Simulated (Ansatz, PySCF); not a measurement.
Dissociation curve of Mg₂, singlet.

Methods: UCCSDT = CCSDT on UHF/cc-pVTZ, frozen core (Ansatz, a program for electronic structure); UKS-B3LYP/6-311+G** = unrestricted B3LYP/6-311+G**, spherical d (PySCF); UCCSDT(Q) = CCSDT(Q) on UHF/cc-pVTZ, frozen core (Ansatz); UKS-CAM-B3LYP = unrestricted CAM-B3LYP/cc-pVTZ in Ansatz; UKS-B3LYP/6-31G* = unrestricted B3LYP/6-31G*, spherical d run with PySCF.

Energies are in kJ/mol, each relative to the lowest point of its own curve near equilibrium.

```
R / Å  UCCSDT  UKS-B3LYP/6-311+G**  UCCSDT(Q)  UKS-CAM-B3LYP  UKS-B3LYP/6-31G*
-----  ------  -------------------  ---------  -------------  ----------------
2.74     41.9                 40.5       41.3           45.9              40.9
2.88     26.2                 25.3       25.8           30.3              25.5
3.07     13.2                 12.6       12.8           16.8              12.7
3.28      5.6                  5.2        5.4            8.5               5.1
3.40      3.2                  2.9        3.0            5.6               2.8
3.52      1.7                  1.4        1.5            3.6               1.4
3.60      1.0                  0.8        0.9            [?]               0.8
3.74      0.3                  0.2        0.3            1.5               0.2
3.86      0.0                  0.0        0.0            [?]               0.0
3.99      0.0                  0.0        0.0            [?]               0.0
4.17      0.2                  0.2        0.2            0.1               0.2
4.50      0.8                  0.6        0.8            0.0               0.7
4.84      1.5                  1.0        1.5            0.1               1.1
5.38      2.4                  1.4        2.5            [?]               1.5
5.88      2.9                  1.5        3.1            [?]               1.6
6.44      3.3                  1.5        3.5            0.4               1.7
7.13      3.6                  1.5        3.7            [?]               1.6
7.95      3.8                  1.4        3.9            0.4               1.6
8.76      3.8                  1.4        4.0            0.4               1.5
9.78      3.9                  1.4        4.0            0.4               1.5
10.72     3.9                  1.4        4.1            0.4               1.5
```

### Question
Fill in the missing entries.

### Answer

- 3.60, UKS-CAM-B3LYP: 2.6
- 3.86, UKS-CAM-B3LYP: 0.8
- 3.99, UKS-CAM-B3LYP: 0.4
- 5.38, UKS-CAM-B3LYP: 0.3
- 5.88, UKS-CAM-B3LYP: 0.4
- 7.13, UKS-CAM-B3LYP: 0.4

The unrestricted determinant behind UCCSDT, UCCSDT(Q) is spin-contaminated at 2.74 to 3.74 Å (<S²> up to 0.6, against 0.00 for a pure singlet).
